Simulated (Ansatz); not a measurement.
Species: sum formula SiN₂H₄F (charge 0, doublet). It need not be the lowest isomer of its formula. 
Structure (B3LYP-D3(BJ)/def2-TZVP (Ansatz, a program for electronic structure) minimum search):
```xyz
8

N     -1.3171    -0.6026     0.5682
Si     0.1617    -0.2736    -0.2419
N      1.3056     0.1039     0.9665
F     -0.2228     0.9360    -1.2476
H     -1.3518    -1.3367     1.2590
H     -2.1884    -0.5272     0.0649
H      2.2958     0.0787     0.7897
H      1.0660     0.6830     1.7590
```
Charge 0, spin multiplicity 2.

Basis-set convergence of Hartree-Fock and CCSD(T) correlation energies (hartree) with Ansatz. Correlated levels leave the core frozen unless marked. UHF or UKS for open shells. No spin-orbit coupling. No relativistic terms.

| basis | functions | E(HF) | E(corr, CCSD(T)) |
|---|---|---|---|
| aug-cc-pV(D+d)Z | 137 | -499.73051 | -0.69814 |
| aug-cc-pV(T+d)Z | 285 | -499.80735 | -0.84598 |
| aug-cc-pV(Q+d)Z | 513 | -499.82533 | -0.89452 |

Extrapolating the two largest sets (X = 3 and 4) as X^-3: E(corr) = (64·(-0.89452) - 27·(-0.84598))/37 = -0.9299 Eh, an estimate of the basis-set limit. The largest set recovers 96.2 % of it, the smallest 75.1 %.
